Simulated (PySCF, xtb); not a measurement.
Re(O)3(Me) cation (CH₃O₃Re), SMILES [CH3][Re](=[O])(=[O])=[O] (connectivity only; charge and spin as stated), charge +1, multiplicity 2.

Harmonic wavenumbers (cm⁻¹) from GFN2-xTB (xtb) at its own minimum, in rising order: 116, 119, 123, 149, 149, 186, 296, 471, 488, 862, 877, 877, 1078, 1102, 1111, 2901, 2915, 2917.

Problem. What does PBE-D3(BJ)/def2-SVP (PySCF) give at its own minimum? (The exact figures need the calculation; the answer reports its results.)

Solution. 185, 185, 185, 238, 238, 241, 413, 413, 592, 697, 697, 954, 1171, 1292, 1292, 2918, 3037, 3037. Paired by order, the mean absolute difference is 103 cm⁻¹ and the zero-point energies are 23.9 and 25.4 kcal/mol.
